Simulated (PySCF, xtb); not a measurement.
Si(Cl)(F)2(OAc) (C₂H₃ClF₂O₂Si), SMILES CC(=O)O[Si](F)(F)Cl.

GFN2-xTB run with xtb at its own geometry gives an orbital gap of 4.96 eV and a dipole moment of 2.91 D.

Geometry: ωB97X-D3(BJ)/def2-SVP. Other conformers were not sampled.

Problem. What does HF/def2-TZVP run with PySCF give? (Estimate from the structure and the level; the computed values follow.)

Solution. gap 16.42 eV (levels -13.02 and 3.40 eV), dipole 3.16 D.
